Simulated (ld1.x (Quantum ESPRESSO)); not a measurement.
## u(r) = r·R(r): atom against pseudo-atom (Zn (Z = 30))

Columns: radius, all-electron u(r) and pseudo u(r) of the 4p shell (level -11.62 eV) of zinc in the configuration [Ar] 3d10 4s0.5 4p0; PBE, scalar-relativistic, TM semilocal scheme, ld1.x (Quantum ESPRESSO) 7.5.

| r (bohr) | all-electron | pseudo |
| --- | --- | --- |
| 0.098 | 0.1442 | 0.0022 |
| 0.195 | 0.0798 | 0.0086 |
| 0.292 | -0.0802 | 0.0193 |
| 0.390 | -0.2019 | 0.0342 |
| 0.488 | -0.2511 | 0.0534 |
| 0.585 | -0.2394 | 0.0764 |
| 0.682 | -0.1880 | 0.1031 |
| 0.780 | -0.1137 | 0.1340 |
| 0.878 | -0.0294 | 0.1683 |
| 0.975 | 0.0562 | 0.2056 |
| 1.072 | 0.1392 | 0.2456 |
| 1.170 | 0.2179 | 0.2885 |
| 1.268 | 0.2898 | 0.3329 |
| 1.365 | 0.3537 | 0.3776 |
| 1.463 | 0.4106 | 0.4221 |
| 1.560 | 0.4596 | 0.4641 |
| 1.658 | 0.5019 | 0.5032 |
| 1.755 | 0.5371 | 0.5373 |
| 1.852 | 0.5659 | 0.5659 |
| 1.950 | 0.5891 | 0.5891 |
| 2.047 | 0.6068 | 0.6068 |
| 2.145 | 0.6196 | 0.6196 |
| 2.242 | 0.6279 | 0.6279 |
| 2.340 | 0.6323 | 0.6323 |
| 2.438 | 0.6329 | 0.6329 |
| 2.535 | 0.6305 | 0.6305 |

How many radial nodes do the two functions have?

The all-electron 4p function has n − l − 1 = 2; the pseudo-wave has 0, since the states of the same l below it are removed with the core.

At about which radius was the pseudo-wave matched?

1.95 bohr. The columns agree to 0.0005 from 1.75 bohr on; several derivatives are matched, so the curves merge somewhat inside the radius.

Where does each function peak?

Outermost all-electron maximum near 2.44 bohr, pseudo maximum near 2.44 bohr (to the table’s step).

Is the pseudo-wave norm-conserving?

Yes: the TM semilocal scheme keeps the norm inside the radius equal to the all-electron one, which fixes the energy derivative of the logarithmic derivative at the level.
